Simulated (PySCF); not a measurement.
Vertical excitations of a molecule C₅H₅F from TDA-PBE/def2-SVPD (PySCF), as energy in eV (oscillator strength): 5.18 (0.096), 5.82 (0.001), 6.23 (0.005), 6.26 (0.058), 6.51 (0.018), 6.84 (0.002), 6.93 (0.003), 7.24 (0.001), 7.63 (0.002), 7.64 (0.099). Lowest triplet (TDA): 3.15 eV. The structure is a stationary point at PBE0-D3(BJ)/def2-SVP. Other conformers were not sampled.

Problem. Identify the compound among the candidates.
A. C#CCC(=C)F
B. FC1=CCC=C1
C. C=C=C(F)C=C
D. CC#C/C=C\F

Solution. B, FC1=CCC=C1
